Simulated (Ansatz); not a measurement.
A structure relaxed at r2SCAN-D4/def2-SVP in Ansatz, charge 0, singlet:

```xyz
28

Cl    4.9943    5.7943   -0.3162
Cl    7.2127    2.5670   -0.0410
Cl    4.4538    2.4213    2.7402
Cl    1.0383    3.1668   -0.1417
Cl    3.7531    3.2004   -2.9814
Cl    3.3306   -0.1732    0.0116
Cl   -0.0251    0.1217    2.0282
Cl   -3.3329    0.1722   -0.0132
Cl    0.0226   -0.1224   -2.0299
Cl   -1.0404   -3.1674    0.1405
Cl   -3.7504   -3.2018    2.9863
Cl   -4.9911   -5.7927    0.3190
Cl   -4.4559   -2.4202   -2.7443
Cl   -7.2099   -2.5664    0.0421
Na    5.8847    4.2275    1.5506
Na    5.9992    3.9125   -1.8984
Na    5.5440    0.8489    0.9379
Na    2.1510    1.6303    1.7912
Na    2.7528    4.8344   -1.1818
Na    2.2227    1.3665   -1.9213
Na    1.0110   -1.4734    0.1022
Na   -2.2250   -1.3671    1.9202
Na   -1.0133    1.4728   -0.1040
Na   -2.1533   -1.6315   -1.7927
Na   -2.7494   -4.8363    1.1875
Na   -5.9964   -3.9103    1.9004
Na   -5.5464   -0.8469   -0.9430
Na   -5.8812   -4.2271   -1.5490
```

Q: Give its formula and point group.

A: Na14Cl14. Point group C2h (tolerance 0.1 Å).

Q: Summarise the bond lengths by kind (pairs closer than 1.2 times the sum of covalent radii, bridged metal pairs left out).

A: 48 × Cl–Na 2.59 to 2.79 Å.

Single mean-field runs in def2-SVP are fitted with def2-universal-jkfit. Another isomer (singlet) lies 0.61 eV lower at PBE0-D4/def2-TZVP; other spin states weren't run for this one.
